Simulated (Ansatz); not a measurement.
```xyz
10

C    -0.796    1.475    0.240
B     0.497    0.653   -0.031
F     1.654    1.285   -0.174
Sn    0.530   -1.621   -0.206
H    -1.530    1.281   -0.550
H    -1.272    1.131    1.166
H    -0.621    2.551    0.307
H     2.094   -2.251   -0.483
H    -0.078   -2.353    1.217
H    -0.475   -2.150   -1.486
```

The species carries charge 0 and has multiplicity 1. Sn: def2 effective core potential.

(1) List the ωB97M-V/def2-TZVPP orbital energies in eV (Ansatz 0.2.0). (Best estimate.)

Results:

(1) Computed: Occupied: -678.15, -281.12, -189.74, -142.52, -97.08, -97.07, -97.04, -36.95, -30.70, -30.69, -30.62, -30.55, -30.55, -22.85, -18.41, -17.14, -15.92, -15.88, -14.35, -13.95, -13.28, -11.10, -11.08, -9.70. Lowest empty: 0.71, 1.94, 2.07, 2.10, 2.69, 3.16, 3.46, 4.08.
